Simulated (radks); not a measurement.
Charge is removed step by step from the 5s1/2 level of Ce2+, starting from [Xe] 4f2. Calculated with a radial shooting solver on a logarithmic mesh with Libxc functionals: Dirac Kohn-Sham, PBE, spin-unpolarised, spherical densities, finite nucleus; open shells are shared between the two j in proportion to 2j + 1; Fermi nuclear charge, rms radius 4.8771 fm.

removed (e),E - E(0) (eV),eigenvalue (eV),E minus straight line (eV)
0,0.000,-49.970,0.000
0.1,5.058,-51.196,-0.567
0.2,10.240,-52.434,-1.011
0.3,15.545,-53.684,-1.330
0.4,20.977,-54.944,-1.524
0.5,26.534,-56.213,-1.591
0.6,32.220,-57.491,-1.531
0.7,38.033,-58.778,-1.343
0.8,43.976,-60.073,-1.025
0.9,50.048,-61.376,-0.578
1,56.251,-62.687,0.000

Removing the whole electron costs 56.251 eV by Delta-SCF, against 49.970 eV from minus the eigenvalue at the starting occupation. Slater's transition state (half an electron removed) gives 56.213 eV. Integrating minus the eigenvalue over the occupation (Janak's theorem) gives 56.251 eV. The mean slope of the eigenvalue, de/dn, is 12.7 eV per electron.
